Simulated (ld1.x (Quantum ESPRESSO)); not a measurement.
## tin (Sn): one change to an ultrasoft potential, before and after

Sn (Z = 50), ultrasoft, made with ld1.x (Quantum ESPRESSO) 7.5 (PBE, fully relativistic). Core [Kr] 4d10, reference 5s2 5p0 (charge +2). Waves: 5s (bound): rcut 1.80, rcutus 2.05 bohr; 5s channel at -0.95 Ry: rcut 1.80, rcutus 2.05 bohr; 5p (bound, empty): rcut 2.15, rcutus 2.50 bohr; 5p channel at 0.95 Ry: rcut 2.15, rcutus 2.50 bohr; 5d channel at -0.15 Ry: rcut 1.60, rcutus 2.05 bohr. Local part: all-electron potential smoothed inside 1.95 bohr (lloc = -2). Core correction: a·sin(br)/r model core, default radius (core density twice the valence density). Augmentation charge: PSQ, inside the norm-conserving radii.

Open shells are filled in proportion to 2j + 1 (rel_dist='average').

All-electron outer shells of the reference configuration (PBE, scalar-relativistic, ld1.x):

```tsv
shell	level (eV)	outermost node (bohr)	outermost maximum (bohr)
5s	-26.09	0.98	1.94
5p	-17.79	1.08	2.31
```

Change: wave 5d channel at -0.15 Ry: rcut 1.60, rcutus 2.05 bohr becomes 5d channel at -0.15 Ry: rcut 1.60, rcutus 1.80 bohr.

Cutoffs: the cutoffs (Ry, on a coarse ladder) from which the occupation-weighted sum of valence levels, in a spherical-Bessel basis at the reference potential, stays within 10 and 1 mRy of its value at 400 Ry; they do not see the model core or the augmentation charge, which bear on the density cutoff. Errors are all-electron minus pseudo energies relative to the spin-unpolarised reference configuration.

Task: How do hardness, ghosts and transferability respond?

Result: Both files are so soft that the ladder of cutoffs tells neither apart; a bound ghost appears in d, which as a rule spoils a file; the errors of the 7 common tests hardly move; the range in which the d3/2 phases agree widens (upper end 0.3 → 3.1); the range in which the d5/2 phases agree widens (upper end 0.2 → 3.2).

```csv
quantity,base,changed
"cutoff, loose",8 Ry,8 Ry
"cutoff, tight",12 Ry,12 Ry
bound ghosts,none,"d5/2, d3/2"
"error for 5s2 5p2, meV [ΔE -20.86 eV]",-62,-62
"error for 5s2 5p1, meV [ΔE -13.97 eV]",-27,-27
"error for 5s1 5p0, meV [ΔE 30.97 eV]",-128,-128
"error for 5s2 5p1.5, meV [ΔE -18.24 eV]",-47,-47
"error for 5s1 5p2, meV [ΔE -6.34 eV]",-3.0,-3.0
"error for 5s1 5p3, meV [ΔE -13.90 eV]",-18,-18
"error for 5s0 5p4, meV [ΔE -6.71 eV]",-3.9,-3.9
s: phases at 2.70 bohr within 0.05 rad from the reference energy up to (Ry; the scan ends near 5),2.2,2.2
p1/2: phases at 2.70 bohr within 0.05 rad from the reference energy up to (Ry; the scan ends near 5),3.1,3.1
p3/2: phases at 2.70 bohr within 0.05 rad from the reference energy up to (Ry; the scan ends near 5),3.3,3.3
d3/2: phases at 2.70 bohr within 0.05 rad from the reference energy up to (Ry; the scan ends near 5),0.3,3.1
d5/2: phases at 2.70 bohr within 0.05 rad from the reference energy up to (Ry; the scan ends near 5),0.2,3.2
lowest overlap eigenvalue by channel,"s 0.43, p1/2 0.55, p3/2 0.55, d3/2 1.00, d5/2 1.00","s 0.43, p1/2 0.55, p3/2 0.55, d3/2 0.05, d5/2 0.06"
```

 A true bound ghost makes a file unfit for plane-wave use even where its test errors are small: the radial tests pick states by their node count and pass the ghost by.
